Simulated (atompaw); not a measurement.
# Cd (Z = 48): PAW (atompaw) pseudisation with PBEsol, scalar-relativistic reference atom.

Input for atompaw 4.2.0.5:

```
Cd 48
GGA-PBESOL scalarrelativistic loggrid 1500 logderivrange -3 5 201
5 5 4 0 0 0
5 1 0
0 0 0
c
c
c
c
v
c
c
c
v
c
v
2
3.00 2.60 2.40 1.95
y
0.75
n
y
1.25
n
y
-0.5
n
custom polynom gramschmidtortho besselshape
bessel
2.40
3.00
3.00
3.00
3.00
3.00
PWSCFOUT
UPFDX 0.0125d0 UPFXMIN -7.d0 UPFZMESH 48.d0
END
```

Command:

```bash
atompaw < Cd.input > Cd.log
```

Output (summary file):

```
Completed calculations for Cd (AE)

 Exchange-correlation type: GGA, Perdew-Burke-Ernzerhof modified (PBEsol)

 Radial integration grid is logarithmic
 r0 =   1.8068677E-04 h =   8.6729650E-03   n =      1500 rmax =   8.0000000E+01

 Scalar relativistic calculation

 AEatom converged in  31 iterations
   nz     =  48.00
   delta  =       9.502657432532E-17

 All Electron Orbital energies:
  n  l      occupancy      energy
  1  0      2.0000000E+00 -1.9485421E+03
  2  0      2.0000000E+00 -2.8930240E+02
  3  0      2.0000000E+00 -5.3901916E+01
  4  0      2.0000000E+00 -7.7767851E+00
  5  0      2.0000000E+00 -4.1896131E-01
  2  1      6.0000000E+00 -2.5963429E+02
  3  1      6.0000000E+00 -4.4171466E+01
  4  1      6.0000000E+00 -4.9165739E+00
  5  1      0.0000000E+00 -8.4010156E-02
  3  2      1.0000000E+01 -2.8932291E+01
  4  2      1.0000000E+01 -8.6211480E-01

 Total energy
   Total                    :   -11184.10171007193094

 ---
 Completed calculations for Cd (SC)

 Exchange-correlation type: GGA, Perdew-Burke-Ernzerhof modified (PBEsol)

 Radial integration grid is logarithmic
 r0 =   1.8068677E-04 h =   8.6729650E-03   n =      1500 rmax =   8.0000000E+01

 Scalar relativistic calculation

 SCatom converged in   4 iterations
   nz     =  48.00
   delta  =       2.919082252490E-17

 Valence Electron Orbital energies:
  n  l      occupancy      energy
   5  0      2.0000000E+00 -4.1896131E-01
   5  1      0.0000000E+00 -8.4010156E-02
   4  2      1.0000000E+01 -8.6211481E-01

 Total energy
   Total                    :   -11184.10171007320059
   Valence                  :     -376.57857958945482

 PAW parameters:
       lmax =            2
         rc =    3.0149649684068973
        irc =         1122
   rc_shape =    2.6016302973195047
    rc_vloc =    2.4062655057471973
    rc_core =    1.9540564214292095
   Vloc: truncated form - Vps(r)=A.sin(qr)/r for r<rc
   Projector type: polynomial pseudization + Gram-Schmidt ortho.
   Bessel compensation charge shape zeroed at   2.6016E+00

 Number of basis functions     6
 No.   n  nodes  l      Energy         Cp coeff         Occ
  1    5    4    0   -0.4189613E+00  0.1000000E+01  0.2000000E+01
  2  999    5    0    0.7500000E+00 -0.2376375E+00  0.0000000E+00
  3    5    3    1   -0.8401016E-01  0.1000000E+01  0.0000000E+00
  4  999    4    1    0.1250000E+01  0.2884680E-01  0.0000000E+00
  5    4    1    2   -0.8621148E+00  0.1000000E+01  0.1000000E+02
  6  999    2    2   -0.5000000E+00 -0.1729469E-01  0.0000000E+00

 Eigenvalues of overlap operator (in the basis of projectors):
    1        8.00694459E-03
    2        1.30572272E-02
    3        5.30643900E-01
    4        1.28247477E+00
    5        5.21488277E+00
    6        8.94548687E+01

 Orbital leakage outside PAW augmentation regions
   orb  is_core?  %out_of_sphere
   1 0    T           0.00
   2 0    T          -0.00
   3 0    T           0.00
   4 0    T           0.00
   5 0    F          38.64
   2 1    T           0.00
   3 1    T          -0.00
   4 1    T           0.01
   5 1    F          75.27
   3 2    T           0.00
   4 2    F           1.63

 Summary of PAW energies
   Total valence energy     :   -376.57858303426787
   Smooth energy            :      6.26349042418325
   One center               :   -382.84207345845113
   Smooth kinetic           :      5.20930831656233
   Vloc energy              :      0.84298455141279
   Smooth exch-corr         :     -3.15214291373859
   One-center xc            :   -300.18079318522177
```

The run took about 8.4 s on one core of a shared server CPU.
